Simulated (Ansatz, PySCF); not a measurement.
The PySCF input:
```python
from pyscf import gto, scf, dft

mol = gto.Mole()
mol.atom = '''
    C     1.34206891   -0.30342750   -0.00661096
    C     0.14876589    0.55092354   -0.00453656
    N    -1.30721820   -0.07433856    0.00884616
    H     1.32777328   -0.97632740    0.89192972
    H     1.31633528   -0.98796197   -0.89606266
    H     0.10851373    1.19267402   -0.89918986
    H     0.11990906    1.20426517    0.88213160
    H    -1.32833243   -0.69336521    0.82186557
    H    -1.33868028   -0.70389088   -0.79571234
'''
mol.basis = '6-311g**'
mol.charge = -1
mol.verbose = 3
mol.build()

mf = dft.RKS(mol)
mf.xc = 'b3lyp5'
mf.grids.atom_grid = (99, 590)
mf.grids.prune = None
mf.kernel()
```

### Question
Convert this to an input for Ansatz (a first-principles code).

### Answer
Several could match; the one computed here: 
Ansatz 0.2 input:
```yaml
crystal:
  periodic: [false, false, false]
  atoms:
    - {symbol: C, position_ang: [1.34206891, -0.30342750, -0.00661096]}
    - {symbol: C, position_ang: [0.14876589, 0.55092354, -0.00453656]}
    - {symbol: N, position_ang: [-1.30721820, -0.07433856, 0.00884616]}
    - {symbol: H, position_ang: [1.32777328, -0.97632740, 0.89192972]}
    - {symbol: H, position_ang: [1.31633528, -0.98796197, -0.89606266]}
    - {symbol: H, position_ang: [0.10851373, 1.19267402, -0.89918986]}
    - {symbol: H, position_ang: [0.11990906, 1.20426517, 0.88213160]}
    - {symbol: H, position_ang: [-1.32833243, -0.69336521, 0.82186557]}
    - {symbol: H, position_ang: [-1.33868028, -0.70389088, -0.79571234]}
basis:
  gaussian:
    orbitals: 6-311G__.json
hamiltonian:
  xc: b3lyp5
total_charge: -1
accuracy: high
```
The basis file holds 6-311G** in the JSON format of the Basis Set Exchange.

Both were run: PySCF gave -134.437545 Eh and Ansatz -134.437545 Eh, 0.000 mEh apart.
